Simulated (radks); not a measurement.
Task: The ruthenium ion Ru5+ is in [Kr] 4d(3/2: 3, 5/2: 0). All-electron calculation, Dirac Kohn-Sham, relativistic LDA (MacDonald-Vosko exchange, VWN5 correlation), spin-unpolarised, spherical densities, finite nucleus; Fermi nuclear charge, rms radius of each element as measured or else 0.836 A^(1/3) + 0.57 fm. Program: a radial shooting solver on a logarithmic mesh with Libxc functionals. Sub-shells are occupied by j as written (lower j first in brackets). One electron is removed from 4p3/2, 4p1/2, 4s1/2, 4d3/2 in turn, with full relaxation. Which removal costs least, and what does each cost?

Result: 4d3/2 76.210 eV; 4p3/2 121.40 eV; 4p1/2 125.30 eV; 4s1/2 154.00 eV. The 4d3/2 electron leaves first.
